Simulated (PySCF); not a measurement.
These compounds are isomers of formula C$_{7}$H$_{11}$ClSi.

A. `C=C[C@@H]1C=CCC[Si@@H]1Cl`
B. `C#C[C@@H]1C[SiH2]CC[C@H]1Cl`
C. `[C@H]1(Cl)[C@H](C#C)CC[SiH2]C1`
D. `C=C1C[C@@H](C2(Cl)CC2)[SiH2]1`

Spectrum 1. 1H NMR (400 MHz, computed): δ 6.21 (br s, 1H), 5.85 (br s, 1H), 4.84 (m, 1H), 4.54 (m, 1H), 3.39 (m, 1H), 3.20 (m, 1H), 2.94 (m, 1H), 1.16 (m, 1H), 1.03 (m, 1H), 1.03 (m, 1H), 0.55 (m, 1H). 13C{1H} NMR (computed): δ 153.5 (C), 137.6 (CH2), 53.8 (C), 43.6 (CH2), 35.7 (CH), 19.5 (CH2), 14.9 (CH2).

Spectrum 2. 1H NMR (400 MHz, computed): δ 4.68 (m, 1H), 4.49 (m, 1H), 3.92 (m, 1H), 2.95 (m, 1H), 2.55 (m, 1H), 1.95 (m, 1H), 1.88 (m, 1H), 1.73 (d, 1H), 1.41 (m, 1H), 1.22 (m, 1H), 0.69 (m, 1H). 13C{1H} NMR (computed): δ 89.8 (C), 80.5 (CH), 65.9 (CH), 37.8 (CH), 25.7 (CH2), 17.1 (CH2), 5.3 (CH2).

Spectrum 3. 1H NMR (400 MHz, computed): δ 4.44 (m, 1H), 4.33 (m, 1H), 3.97 (m, 1H), 3.36 (m, 1H), 2.64 (m, 1H), 2.13 (m, 1H), 1.80 (d, 1H), 1.70 (m, 1H), 1.46 (m, 1H), 0.90 (m, 1H), 0.61 (m, 1H). 13C{1H} NMR (computed): δ 90.2 (C), 81.3 (CH), 67.7 (CH), 35.1 (CH), 30.2 (CH2), 9.9 (CH2), 3.8 (CH2).

Spectrum 4. 1H NMR (400 MHz, computed): δ 6.37 (m, 1H), 6.28 (m, 1H), 6.10 (m, 1H), 5.35 (m, 1H), 5.32 (m, 1H), 5.18 (m, 1H), 2.48 (m, 1H), 2.41 (m, 1H), 1.87 (m, 1H), 1.24 (m, 1H), 0.80 (m, 1H). 13C{1H} NMR (computed): δ 147.0 (CH), 139.5 (CH), 138.7 (CH), 119.7 (CH2), 37.9 (CH), 24.7 (CH2), 16.9 (CH2).

Computed data (PySCF 2.14.0 with density-fitted response routines): GFN2-xTB structure, shielding tensors at PBE0/pcSseg-1 (GIAO). Single conformer, one averaged value for each set of equivalent atoms, non-relativistic, gas phase.

δ = σ(ref) − σ, references computed at the same level: 1H, 13C vs TMS. Where no couplings were computed, multiplicities follow the n + 1 count of equivalent neighbours, and m marks all less simple cases (inequivalent or close neighbours, rings, F or P nearby). Shifts are as computed. Against solution values, carbons near 30 ppm lie about +3 ppm off and those near 130 ppm about +5 ppm; carbons on Cl a further +6 ppm. Of 1309 compounds with measured shifts, 239 miss one by over three times the rms of a fit or turn the order of signals round; such compounds aren't used in these exercises. Carbons bonded to Cl come out too deshielded.

Question: Match each spectrum to its structure.

Answer: 1–D, 2–C, 3–B, 4–A.

- Spectrum 1 (D): 7 13C signals; δC 153.5 is a fully substituted alkene carbon; δC 137.6 is a terminal =CH2 carbon.
- Spectrum 2 (C): 7 13C signals; δC 89.8 is an alkyne carbon; δC 80.5 is a terminal alkyne carbon.
- Spectrum 3 (B): 7 13C signals; δC 90.2 is an alkyne carbon; δC 81.3 is a terminal alkyne carbon.
- Spectrum 4 (A): 7 13C signals; δC 147.0 is an alkene CH; δC 139.5 is an alkene CH.
